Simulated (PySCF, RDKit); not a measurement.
Isomers of CH6OSi2. Gas-phase values, no solvent. One relaxed conformer stands for each flexible species; it need not be the lowest. Strings in code marks are SMILES.

Quantity: electronic energy of isomers of CH6OSi2 relative to `C=[SiH]O[SiH3]` (C–Si–O–Si torsion 1°), in eV. Force-field values (RDKit) are differences of steric energies, which aren't made for comparing isomers with other bonds.

Level 1: PBE-D3(BJ)/def2-TZVP // B3LYP-D3(BJ)/def2-TZVP (PySCF)
Level 2: B3LYP/6-31G* // B3LYP-D3(BJ)/def2-TZVP (PySCF)
Level 3: PBE/6-31G* // B3LYP-D3(BJ)/def2-TZVP (PySCF)
Level 4: UFF, relaxed from the DFT geometry (RDKit)

```tsv
species	level 1	level 2	level 3	level 4
`C[SiH2][SiH]=O` (C–Si–Si–O torsion 0°)	0.288	0.340	0.056	0.012
`C/[SiH]=[SiH]\O` (Si–Si–O–H torsion 132°)	0.66	0.90	0.53	0.034
`C/[SiH]=[SiH]/O` (Si–Si–O–H torsion 129°)	0.69	0.93	0.56	0.036
`OC[SiH]=[SiH2]` (H–O–C–Si torsion -173°, O–C–Si–Si torsion -106°)	2.51	2.67	2.25	0.068
`O/[SiH]=C/[SiH3]` (H–O–Si–C torsion 180°)	0.64	0.86	0.68	0.031
```
